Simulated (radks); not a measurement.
Question: The table gives one normalised radial function P(r) = r R(r) of Cd2+ in [Kr] 4d10 (r in bohr). All-electron calculation, scalar-relativistic Kohn-Sham, r2SCAN, spin-polarised, spherical densities, finite nucleus; meta-GGA in the generalised Kohn-Sham scheme; Fermi nuclear charge, rms radius 4.6087 fm. Program: a radial shooting solver on a logarithmic mesh with Libxc functionals.

| r | P |
|---|---|
| 0.002035 | 0.0029 |
| 0.002313 | 0.0036 |
| 0.00265 | 0.0046 |
| 0.003012 | 0.0058 |
| 0.003451 | 0.0074 |
| 0.003923 | 0.0093 |
| 0.004494 | 0.0118 |
| 0.005108 | 0.0148 |
| 0.005852 | 0.0187 |
| 0.006651 | 0.0234 |
| 0.00762 | 0.0296 |
| 0.00866 | 0.0368 |
| 0.009922 | 0.0462 |
| 0.01128 | 0.0571 |
| 0.01292 | 0.0712 |
| 0.01468 | 0.0871 |
| 0.01682 | 0.1074 |
| 0.01927 | 0.1314 |
| 0.02191 | 0.1576 |
| 0.0251 | 0.1893 |
| 0.02852 | 0.2226 |
| 0.03268 | 0.2607 |
| 0.03714 | 0.2981 |
| 0.04255 | 0.3372 |
| 0.04836 | 0.3706 |
| 0.05541 | 0.3984 |
| 0.06298 | 0.4127 |
| 0.07215 | 0.4095 |
| 0.082 | 0.3834 |
| 0.09395 | 0.3260 |
| 0.1068 | 0.2405 |
| 0.1223 | 0.1164 |
| 0.139 | -0.0275 |
| 0.1593 | -0.1984 |
| 0.181 | -0.3599 |
| 0.2074 | -0.5090 |
| 0.2357 | -0.6036 |
| 0.2701 | -0.6300 |
| 0.3094 | -0.5611 |
| 0.3517 | -0.4034 |
| 0.4029 | -0.1481 |
| 0.4579 | 0.1496 |
| 0.5247 | 0.4870 |
| 0.5963 | 0.7797 |
| 0.6832 | 1.0183 |
| 0.7765 | 1.1448 |
| 0.8896 | 1.1621 |
| 1.011 | 1.0790 |
| 1.158 | 0.9163 |
| 1.317 | 0.7281 |
| 1.508 | 0.5263 |
| 1.714 | 0.3585 |
| 1.964 | 0.2179 |
| 2.232 | 0.1243 |
| 2.557 | 0.0613 |
| 2.907 | 0.0281 |
| 3.33 | 0.0107 |
| 3.785 | 0.0037 |
| 4.336 | 0.0010 |

Which n and l does it have? It may be an empty orbital.

Answer: n = 4, l = 1: the number of nodes gives n - l - 1 = 2, the rise at small r (about r^(l+1), flatter next to the nucleus through relativity) gives l, and the extent must fit the shell. The curve is that of 4p. 4p: eigenvalue -87.841 eV, 2 radial nodes at r = 0.136, 0.430 bohr, <r> = 0.962 bohr, 90 % of the charge inside 1.42 bohr.
